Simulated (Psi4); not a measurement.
C4H7 (SMILES [CH2]C(=C)C), doublet, geometry from GFN2-xTB; MN15/def2-SV(P) (Psi4 1.11).

Input for Psi4:
```
memory 2 GB

molecule {
0 2
  C    -0.19495187    0.15685852    1.40366555
  C    -0.00119422    0.08240982    0.04378401
  H    -0.29377985    1.10630927    1.89854694
  H    -0.25392347   -0.72596582    2.01373916
  C     0.07590634    1.21165371   -0.74090455
  H     0.22795896    1.14765059   -1.80292646
  H    -0.01487156    2.19324052   -0.31204544
  C     0.11066686   -1.26726994   -0.61376699
  H     0.38726064   -2.03093733    0.10821526
  H    -0.84735425   -1.54391310   -1.05326649
  H     0.85214687   -1.24829667   -1.40893108
}

set basis def2-sv(p)
set reference uks

energy('mn15')
print_variables()
```

Q: Predict the main parts of the log of this Psi4 run.

A: 
```
   => Loading Basis Set <=

    Name: DEF2-SV(P)
    Role: ORBITAL
    Keyword: BASIS

         ---------------------------------------------------------
                                   SCF
               by Justin Turney, Rob Parrish, Andy Simmonett
                          and Daniel G. A. Smith
                              UKS Reference
         ---------------------------------------------------------

  ==> Geometry <==

    Molecular point group: c1
    Full point group: C1

    Geometry (in Angstrom), charge = 0, multiplicity = 2:

       Center              X                  Y                   Z               Mass
    ------------   -----------------  -----------------  -----------------  -----------------
         C           -0.193916757410     0.137000292001     1.393633501339    12.000000000000
         C           -0.000159107410     0.062551592001     0.033751961339    12.000000000000
         H           -0.292744737410     1.086451042001     1.888514891339     1.007825032230
         H           -0.252888357410    -0.745824047999     2.003707111339     1.007825032230
         C            0.076941452590     1.191795482001    -0.750936598661    12.000000000000
         H            0.228994072590     1.127792362001    -1.812958508661     1.007825032230
         H           -0.013836447410     2.173382292001    -0.322077488661     1.007825032230
         C            0.111701972590    -1.287128167999    -0.623799038661    12.000000000000
         H            0.388295752590    -2.050795557999     0.098183211339     1.007825032230
         H           -0.846319137410    -1.563771327999    -1.063298538661     1.007825032230
         H            0.853181982590    -1.268154897999    -1.418963128661     1.007825032230

  Running in c1 symmetry.

  Rotational constants: A =      0.33601  B =      0.30006  C =      0.16330 [cm^-1]
  Rotational constants: A =  10073.30872  B =   8995.50422  C =   4895.74993 [MHz]
  Nuclear repulsion =  113.354955074943859

  Charge       = 0
  Multiplicity = 2
  Electrons    = 31
  Nalpha       = 16
  Nbeta        = 15

  ==> Algorithm <==

  SCF Algorithm Type is DF.
  DIIS enabled.
  MOM disabled.
  Fractional occupation disabled.
  Guess Type is SAD.
  Energy threshold   = 1.00e-06
  Density threshold  = 1.00e-06
  Integral threshold = 1.00e-12

  ==> Primary Basis <==

  Basis Set: DEF2-SV(P)
    Blend: DEF2-SV(P)
    Number of shells: 38
    Number of basis functions: 70
    Number of Cartesian functions: 74
    Spherical Harmonics?: true
    Max angular momentum: 2

  ==> DFT Potential <==

   => LibXC <=

    Version 7.1.2
    S. Lehtola, C. Steigemann, M. J. T. Oliveira, and M. A. L. Marques,  SoftwareX 7, 1–5 (2018) (10.1016/j.softx.2017.11.002)

   => Composite Functional: MN15 <=

   MN15 Hybrid Meta-GGA Exchange-Correlation Functional

    H. S. Yu, X. He, S. L. Li, and D. G. Truhlar, Chem. Sci. 7, 5032-5051, 2016

    Deriv               =              1
    GGA                 =           TRUE
    Meta                =           TRUE

    Exchange Hybrid     =           TRUE
    MP2 Hybrid          =          FALSE

   => Exchange Functionals <=

    1.0000   XC_HYB_MGGA_X_MN15

   => Exact (HF) Exchange <=

    0.4400               HF

   => Correlation Functionals <=

    1.0000   XC_MGGA_C_MN15

   => LibXC Density Thresholds  <==

    XC_MGGA_C_MN15:  1.00E-15
    XC_HYB_MGGA_X_MN15:  1.00E-15

   => Molecular Quadrature <=

    Radial Scheme          =       TREUTLER
    Pruning Scheme         =           NONE
    Nuclear Scheme         =       TREUTLER

    Blocking Scheme        =         OCTREE
    BS radius alpha        =              1
    Pruning alpha          =              1
    Radial Points          =             75
    Spherical Points       =            302
    Total Points           =         235409
    Total Blocks           =           1813
    Max Points             =            256
    Max Functions          =             70
    Weights Tolerance      =       1.00E-15

   => Loading Basis Set <=

    Name: (DEF2-SV(P) AUX)
    Role: JKFIT
    Keyword: DF_BASIS_SCF

  ==> Integral Setup <==

  SCF_SUBTYPE=INCORE selected. In-core MEM_DF algorithm will be used.
  Using in-core AOs.

  ==> MemDFJK: Density-Fitted J/K Matrices <==

    J tasked:                   Yes
    K tasked:                   Yes
    wK tasked:                   No
    Algorithm:                 Core
    Schwarz Cutoff:           1E-12
    Mask sparsity (%):       0.1224
    Fitting Condition:        1E-10

   => Auxiliary Basis Set <=

  Basis Set: (DEF2-SV(P) AUX)
    Blend: DEF2-UNIVERSAL-JKFIT
    Number of shells: 142
    Number of basis functions: 426
    Number of Cartesian functions: 496
    Spherical Harmonics?: true
    Max angular momentum: 4

  Minimum eigenvalue in the overlap matrix is 2.5332036868E-03.
  Reciprocal condition number of the overlap matrix is 4.2608902813E-04.
    Using symmetric orthogonalization.

  ==> Pre-Iterations <==

  SCF Guess: Superposition of Atomic Densities via on-the-fly atomic UHF (no occupation information).

   -------------------------
    Irrep   Nso     Nmo
   -------------------------
     A         70      70
   -------------------------
    Total      70      70
   -------------------------

  ==> Iterations <==

                           Total Energy        Delta E     RMS |[F,P]|

   @DF-UKS iter SAD:  -155.61934600294941   -1.55619e+02   0.00000e+00
   @DF-UKS iter   1:  -155.92537468668382   -3.06029e-01   9.76119e-03 ADIIS/DIIS
   @DF-UKS iter   2:  -155.99365720416506   -6.82825e-02   8.59020e-03 ADIIS/DIIS
   @DF-UKS iter   3:  -156.19773238622400   -2.04075e-01   9.12453e-04 ADIIS/DIIS
   @DF-UKS iter   4:  -156.19973372930411   -2.00134e-03   3.12638e-04 ADIIS/DIIS
   @DF-UKS iter   5:  -156.20013421005081   -4.00481e-04   7.34106e-05 DIIS
   @DF-UKS iter   6:  -156.20020463835340   -7.04283e-05   2.89847e-05 DIIS
   @DF-UKS iter   7:  -156.20021376817073   -9.12982e-06   1.60579e-05 DIIS
   @DF-UKS iter   8:  -156.20021461735007   -8.49179e-07   4.82244e-06 DIIS
   @DF-UKS iter   9:  -156.20021468585620   -6.85061e-08   1.38263e-06 DIIS
   @DF-UKS iter  10:  -156.20021469154779   -5.69159e-09   4.61709e-07 DIIS
  Energy and wave function converged.

  ==> Post-Iterations <==

   Electrons on quadrature grid:
      Nalpha   =   16.0000034924 ; deviation = 3.492e-06
      Nbeta    =   14.9999990888 ; deviation = -9.112e-07
      Ntotal   =   31.0000025812 ; deviation = 2.581e-06

   @Spin Contamination Metric:   3.378472952E-02
   @S^2 Expected:                7.500000000E-01
   @S^2 Observed:                7.837847295E-01
   @S   Expected:                5.000000000E-01
   @S   Observed:                5.000000000E-01

    Orbital Energies [Eh]
    ---------------------

    Alpha Occupied:

[...]
      16A     -0.223770

    Alpha Virtual:

[...]
    Beta Occupied:

[...]
    Beta Virtual:

[...]
      70A      2.858532

    Final Occupation by Irrep:
              A
    DOCC [    15 ]
    SOCC [     1 ]
    NA   [    16 ]
    NB   [    15 ]

  @DF-UKS Final Energy:  -156.20021469154779

   => Energetics <=

    Nuclear Repulsion Energy =            113.3549550749438595
    One-Electron Energy =                -432.8999814770462535
    Two-Electron Energy =                 177.1690156035597283
    DFT Exchange-Correlation Energy =     -13.8242038930051283
    Empirical Dispersion Energy =           0.0000000000000000
    VV10 Nonlocal Energy =                  0.0000000000000000
    Total Energy =                       -156.2002146915477852

  UHF NO Occupations:
  HONO-2 :   14  A 1.9995950
  HONO-1 :   15  A 1.9846085
  HONO-0 :   16  A 1.0000000
  LUNO+0 :   17  A 0.0153915
  LUNO+1 :   18  A 0.0004050
  LUNO+2 :   19  A 0.0003759
  LUNO+3 :   20  A 0.0002808

Computation Completed

Properties will be evaluated at   0.000000,   0.000000,   0.000000 [a0]

Properties computed using the SCF density matrix

 Multipole Moments:

 ------------------------------------------------------------------------------------
     Multipole            Electronic (a.u.)      Nuclear  (a.u.)        Total (a.u.)
 ------------------------------------------------------------------------------------

 L = 1.  Multiply by 2.5417464519 to convert [e a0] to [Debye]
 Dipole X            :         -0.0731942            0.0606385           -0.0125557
 Dipole Y            :          1.0668201           -1.1633248           -0.0965046
 Dipole Z            :          0.5253229           -0.5876925           -0.0623696
 Magnitude           :                                                    0.1155887

 ------------------------------------------------------------------------------------

  Variable Map:
  ----------------------------------------------------------------------------
[...]
  Array Variable Map:
  ----------------------------------------------------------------------------
[...]
[...]
```
